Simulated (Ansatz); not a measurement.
Cost and result for the atomization energy of `C[SiH](F)CN` (13 atoms, 12 bonds).

| atom | x (Å) | y (Å) | z (Å) |
| --- | --- | --- | --- |
| C1 | 0.6806 | 1.7600 | -0.0987 |
| Si2 | 0.0273 | 0.3471 | 0.9055 |
| F3 | -0.9979 | 0.9126 | 2.0091 |
| C4 | -0.8652 | -0.9171 | -0.1505 |
| N5 | 0.1450 | -1.5874 | -0.9693 |
| H6 | 1.3137 | 1.3692 | -0.8994 |
| H7 | 1.2747 | 2.4443 | 0.5106 |
| H8 | -0.1359 | 2.3259 | -0.5542 |
| H9 | 1.1259 | -0.3366 | 1.6447 |
| H10 | -1.4896 | -1.5844 | 0.4623 |
| H11 | -1.5487 | -0.3736 | -0.8118 |
| H12 | -0.2792 | -2.1996 | -1.6540 |
| H13 | 0.7495 | -2.1603 | -0.3943 |

Charge 0, multiplicity 1. The geometry is a stationary point of PBE0-D4/def2-TZVP. It is one conformer, not always the lowest. Program: Ansatz. All runs use 4 threads of an Arm Neoverse V1 on a shared host. Times are those of one run each, without the atoms' runs, and a repeat can differ threefold. Electronic energies, without spin–orbit coupling; frozen cores. CCSD(T)/CBS adds CCSD(T) − MP2 in def2-TZVPP to the MP2 limit, and its time is that of the two runs behind it. T1 = 0.010. B3LYP takes the VWN-RPA correlation (the form of Gaussian; ORCA's B3LYP/G).

CCSD(T)/CBS is a level of theory with its own doubt, some kJ/mol a heavy atom from the limit and from the frozen cores, so smaller differences don't rank the functionals.

```tsv
level	functions	wall time	atomization (kcal/mol)	difference from CCSD(T)/CBS	per bond
PBE-D4/def2-TZVPP (with forces)	278	3.3 s	1169.8	13.3	1.1
PBE0-D4/def2-TZVPP	278	3.9 s	1153.1	-3.4	-0.3
B3LYP-D4/def2-TZVPP (with forces)	278	6.5 s	1155.9	-0.6	-0.1
r2SCAN-D4/def2-TZVPP (with forces)	278	6.5 s	1153.5	-3.0	-0.3
B2PLYP/def2-TZVPP	278	7 s	1143.4	-13.1	-1.1
ωB97X-V/def2-TZVPP	278	10 s	1159.3	2.8	0.2
ωB97M-V/def2-TZVPP (with forces)	278	15 s	1159.2	2.7	0.2
MP2/def2-QZVPP	538	44 s	1157.0	0.5	0.0
CCSD(T)/def2-TZVPP	278	5.3 min	1126.0	-30.5	-2.5
CCSD(T)/CBS(def2)	–	6 min	1156.5	0.0	0.0
```

The D4 term adds +9.1 kcal/mol with B3LYP and +4.8 kcal/mol with PBE0; it sums over pairs of atoms, weighted by their polarisabilities, and B3LYP, whose exchange is more repulsive, gets the larger term. In def2-TZVPP, CCSD(T) changes the Hartree–Fock value by +276.1 kcal/mol (the triples alone add +13.9 kcal/mol) and MP2 by +288.9 kcal/mol; breaking electron pairs costs correlation energy, which Hartree–Fock lacks. From PBE to PBE0 (25 % exact exchange), in def2-TZVPP and without D4, the atomization energy moves by −15.8 kcal/mol: exact exchange takes away binding that semilocal exchange gives to molecules.
